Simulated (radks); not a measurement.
Task: The mean radii <r> (bohr) of the occupied orbitals of an atom or ion are listed with their occupations. Calculated with a radial shooting solver on a logarithmic mesh with Libxc functionals: scalar-relativistic Kohn-Sham, exchange-only B88, spin-polarised, spherical densities, finite nucleus; Fermi nuclear charge, rms radius of each element as measured or else 0.836 A^(1/3) + 0.57 fm.

orbital  occ.      <r>
1s up       1  0.05031
1s down     1  0.05031
2s down     1   0.2262
2s up       1   0.2262
2p down     3   0.1982
2p up       3   0.1982
3s down     1   0.6811
3s up       1   0.6816
3p up       3   0.7142
3p down     3   0.7131
3d up       5   0.9107
3d down     5   0.8904
4s up       1    2.412

Name the element and its charge. Open shells, if any, are filled with parallel spins first.

Result: Z = 30, zinc, charge +1: Zn+ in [Ar] 3d10 4s1. The 1s radius gives Z: for a bare nucleus <r> = (2 gamma + 1)/(2Z) with gamma = sqrt(1 - (Z/c)^2), 0.04919 bohr for Z = 30, and screening makes it slightly larger (0.05031 here). The occupations add up to 29, and the charge is Z minus that.
